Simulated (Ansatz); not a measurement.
Mulliken charges of C2H4ClFOSi (`FC1(CCl)O[SiH2]1`) from r2SCAN/def2-TZVPP in Ansatz (PBE0-D4/def2-TZVP geometry).

```csv
atom,x (Å),y (Å),z (Å),charge (e)
F1,-1.786,-0.334,0.324,-0.203
C2,-0.483,-0.061,0.040,0.216
C3,0.267,-1.308,-0.288,0.026
Cl4,-0.345,-2.091,-1.768,-0.160
O5,-0.367,0.996,-0.895,-0.362
Si6,0.227,1.536,0.578,0.448
H7,1.319,-1.080,-0.451,0.064
H8,0.169,-2.024,0.527,0.078
H9,-0.599,2.519,1.306,-0.049
H10,1.681,1.796,0.631,-0.058
```

Problem. By hand: the dipole of these point charges (1 e Å = 4.8032 D).

Solution. Σ q r = (0.584, 0.228, 0.713) e Å, of length 0.949 e Å = 4.56 D.

Problem. How does the dipole of the full density compare? (Best estimate.)

Solution. The calculation gave: (0.518, 0.317, 0.568) e Å, 3.99 D; the point charges give 1.14 times that, at 9° from its direction.

Point charges leave out the atoms' own dipoles, such as those of lone pairs, and Mulliken's split depends on the basis, so the close match here is no proof of good charges.
